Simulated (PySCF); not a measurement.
## How the method moves the gas-phase deprotonation enthalpies of selenophene

Structure: `c1cc[se]c1` (C4H4Se). Atom numbers as in the mapped SMILES `[cH:1]1[cH:2][cH:3][se:4][cH:5]1`. These are map numbers, not IUPAC locants.

All levels share the PBE0-D3(BJ)/ma-def2-SVP structures and the GFN2-xTB thermal terms; only the single-point energies (PySCF) change. Values are gas-phase deprotonation enthalpies (298 K, kJ/mol).

| level | C3 | time |
| --- | --- | --- |
| BP86-D3(BJ)/ma-def2-TZVP | 1595 | 70 s |
| M06-2X/ma-def2-TZVP (grid 3) | 1598 | 54 s |
| PBE0-D3(BJ)/aug-pcseg-1 | 1599 | 19 s |
| PBE0-D3(BJ)/ma-def2-TZVP | 1609 | – |
| TPSSh-D3(BJ)/ma-def2-TZVP (grid 3) | 1613 | 58 s |
| PBE0-D3(BJ)/def2-SV(P) | 1635 | 8.7 s |
| PBE0-D3(BJ)/cc-pVDZ | 1638 | 11 s |
| PBE0-D3(BJ)/def2-SVP | 1642 | 9.4 s |
| PBE0-D3(BJ)/6-31G | 1673 | 6.7 s |

Times are wall times for all single points of a level on 1 thread of Intel Xeon @ 2.80GHz, a shared host; the dash marks the run that also made the structures. BP86 ran on a slower path of this set-up, which computes the density-fitting integrals anew in every SCF cycle while the other levels store them. So the times needn't show the usual order of cost, and those levels read slower than they are.

The spread: 78 kJ/mol, from 1595 to 1673.

Caveats: atoms from Ga to Kr are treated without relativity; C1 is not listed: the run failed or kept an imaginary mode, or the ion rearranged or equalled another.

Bases without diffuse functions serve anions poorly.
